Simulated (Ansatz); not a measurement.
Reaction (formal hydrolysis of the Al–S bond): `[NH2][Al]([SH])[SH]` + H₂O → `[NH2][Al]([OH])[SH]` + H₂S

Gas-phase electronic energies from Ansatz, PBE0-D4/def2-TZVP geometries. CCSD(T)/CBS adds triple-zeta CCSD(T) − MP2 to the extrapolated MP2 energy (def2 sets, frozen cores). This one scheme is used for every species. Functionals use def2-TZVPP. One conformer a species, not always the lowest.

`[NH2][Al]([SH])[SH]`:

```xyz
8

N    -0.499    0.887    1.145
Al    0.183    0.003   -0.215
S    -0.423   -2.041   -0.692
S     1.682    0.978   -1.464
H    -1.185    0.529    1.788
H    -0.246    1.830    1.391
H    -1.305   -2.097    0.321
H     1.793   -0.090   -2.273
```

H₂O:

Cartesian coordinates in Å:
```
O -0.165 -0.241 -0.257
H -0.600 0.258 0.437
H 0.765 -0.017 -0.180
```

`[NH2][Al]([OH])[SH]`:

Cartesian coordinates in Å:
```
N -1.263 -0.923 -0.062
Al 0.200 0.055 0.004
O 0.197 1.744 0.124
S 2.144 -0.924 -0.074
H -2.206 -0.572 -0.034
H -1.268 -1.927 -0.133
H -0.584 2.290 0.167
H 2.781 0.258 0.007
```

H₂S:

Cartesian coordinates in Å:
```
S -0.165 -0.593 0.072
H 0.073 0.415 0.924
H 0.092 0.178 -0.996
```

```
             level  ΔE (kJ/mol)
       LDA (SPW92)        -18.6
RPA@PBE/def2-TZVPP        -25.4
     CCSD/def2-SVP        -29.6
    CCSD/CBS(def2)        -21.2
```

(1) What does CCSD(T)/CBS give? (Estimate.)

Largest T1 diagnostic among the species: 0.011.

Results:

(1) The calculation gave: -18.8 kJ/mol. The listed levels differ from it by 0.2, -6.6, -10.8, -2.4 kJ/mol.

In def2-TZVPP, CCSD(T) changes the Hartree–Fock value by +7.9 kJ/mol (the triples alone add +2.4 kJ/mol) and MP2 by +10.0 kJ/mol. At CCSD(T), def2-SVP lies −9.3 kJ/mol from the extrapolated value and def2-TZVPP −3.8 kJ/mol. Leaving LDA and LC-ωPBE aside and taking each functional with its dispersion term where it has one, the values, not all of them listed here, spread over 17.8 kJ/mol, from CAM-B3LYP-D4 to revPBE-D4.
